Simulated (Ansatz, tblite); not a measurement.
Forces on the cluster Sr4Te4 at its r2SCAN-D4/def2-SVP geometry. Total charge 0; singlet.

In the def2 sets Sr, Te take a core potential; there is no spin–orbit coupling. The xTB rows come from tblite. The structure comes from a short search, and lower isomers may exist.

GFN1-xTB (tblite), largest force 0.88 eV/Å:

```xyz
8
positions Å, forces eV/Å
Sr    1.483   -3.297   -0.275   -0.006    0.015    0.000
Sr   -3.258   -1.516    0.759    0.019    0.009   -0.005
Sr    3.257    1.517   -0.761   -0.019   -0.010    0.005
Sr   -1.482    3.297    0.279    0.006   -0.014   -0.001
Te    1.459    3.899   -0.196   -0.312   -0.818    0.004
Te   -1.381   -3.895    0.547    0.279    0.816   -0.149
Te    3.790   -1.463   -1.017   -0.785    0.309    0.249
Te   -3.870    1.458    0.665    0.818   -0.307   -0.103
```

GFN2-xTB (tblite), largest force 0.37 eV/Å:

```
Sr -0.153 0.336 0.027
Sr 0.332 0.154 -0.078
Sr -0.331 -0.154 0.078
Sr 0.152 -0.336 -0.028
Te -0.015 -0.026 -0.006
Te 0.012 0.026 -0.010
Te -0.024 0.007 0.014
Te 0.028 -0.006 0.002
```

r2SCAN-D4/def2-TZVP (Ansatz), largest force 0.08 eV/Å:

```
Sr 0.002 -0.007 -0.001
Sr -0.003 -0.002 0.000
Sr 0.003 0.002 0.000
Sr -0.002 0.007 0.001
Te -0.026 -0.074 0.000
Te 0.024 0.074 -0.011
Te -0.070 0.029 0.022
Te 0.073 -0.029 -0.010
```
